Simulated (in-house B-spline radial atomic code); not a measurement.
Whole-atom quantities along the 39-electron series, configuration [Kr] 4d3. Computed with an all-electron radial atomic-structure program (B-spline basis): non-relativistic Hartree-Fock, average of the configuration, point nuclei.

This level leaves out relativity, spin-orbit splitting included, which matters for heavy ions.

| ion | Z | E/Z² (Eh) | Σ<r²> (bohr²) | n(0)/Z³ (bohr⁻³) | Lamb diamagnetic shielding (ppm) | repulsion over attraction |
| --- | --- | --- | --- | --- | --- | --- |
| Nb2+ | 41 | -2.2325 | 31.037 | 0.69622 | 3860.45 | 0.15826 |
| Mo3+ | 42 | ? | ? | ? | ? | ? |
| Tc4+ | 43 | -2.2722 | 22.519 | 0.69809 | 4101.15 | 0.15422 |
| Ru5+ | 44 | -2.2912 | 19.849 | 0.69899 | 4221.07 | 0.15212 |
| Rh6+ | 45 | ? | ? | ? | ? | ? |
| Pd7+ | 46 | -2.3275 | 15.974 | 0.7007 | 4460.39 | 0.14787 |
| Ag8+ | 47 | -2.3447 | 14.509 | 0.70151 | 4579.87 | 0.14576 |

Q: Fill in the row of Mo3+.

A: E/Z² (Eh): -2.2527; Σ<r²> (bohr²): 26.028; n(0)/Z³ (bohr⁻³): 0.69717; Lamb diamagnetic shielding (ppm): 3980.99; repulsion over attraction: 0.15628.

Q: Fill in the row of Rh6+.

A: E/Z² (Eh): -2.3096; Σ<r²> (bohr²): 17.721; n(0)/Z³ (bohr⁻³): 0.69986; Lamb diamagnetic shielding (ppm): 4340.8; repulsion over attraction: 0.14999.

Q: With what power of Z does the column «Σ<r²> (bohr²)» change over this range?

A: A fit of the logarithm of its size against log Z from Z = 41 to 47 has slope -5.50. Unscreened non-relativistic hydrogenic orbitals would give -2.
